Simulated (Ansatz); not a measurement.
Input for Ansatz (a program for electronic structure): R-wB97M-V/def2-TZVPP on CH2Cl2Si (SMILES C=[Si](Cl)Cl).

Ansatz 0.2 input:
```yaml
crystal:
  periodic: [false, false, false]
  atoms:
    - {symbol: C, position_ang: [-1.03592833, -0.07848295, -0.07676945]}
    - {symbol: Si, position_ang: [0.63938037, 0.04866291, 0.04736706]}
    - {symbol: Cl, position_ang: [1.90363998, -1.52418089, 0.26093206]}
    - {symbol: Cl, position_ang: [1.67135647, 1.79537217, 0.00504552]}
    - {symbol: H, position_ang: [-1.65420213, 0.80044790, -0.18904202]}
    - {symbol: H, position_ang: [-1.52434636, -1.04181913, -0.04743317]}
basis:
  gaussian:
    orbitals: def2-TZVPP
hamiltonian:
  xc: {name: wB97M-V}
scf: {lower_state_search: off}
```

Program output:

```
WARN ansatz: RAYON_NUM_THREADS=4 ignored (pool sized by the plan → 4); use --threads N
Functional definition: wB97M-V
these checks for a lower state are left out or cut short: stability, starts, cluster_reference, orbital_swaps, neighbouring_geometries, increment
integrals: 0.16 GiB planned
1209 factors; their error is unknown
integrals: 0.19 GiB planned
213 factors; integrals over basis functions are off by at most 3.9e-5 eV
mean field: 1.20 GiB planned
mean field evaluation 1: about -33987.3081 eV, gradient 4.9e1 eV
mean field evaluation 2: about -33986.1227 eV, gradient 5.1e1 eV
mean field evaluation 4: about -33992.9786 eV, gradient 1.4e0 eV
mean field evaluation 8: about -33992.9933 eV, gradient 6.8e-2 eV
mean field evaluation 16: about -33993.0255 eV, gradient 3.0e-5 eV
mean field -33993.02554052 eV, -1249.2206473140 hartree, gradient 7.3e-6 eV, S^2 0.000000; 0 other end points of the search recorded, 0 dependent functions left out
reference -33993.02558167 eV, -1249.2206488261 hartree; 28, 28 occupied and 157, 157 virtual orbitals, 1209 factors
Total energy: -33993.02558167 eV, -1249.2206488261 hartree
Checks for a lower state left out: stability, starts, cluster_reference, orbital_swaps, neighbouring_geometries, increment
```

The run converged.

Cost: very roughly 5 core-seconds.
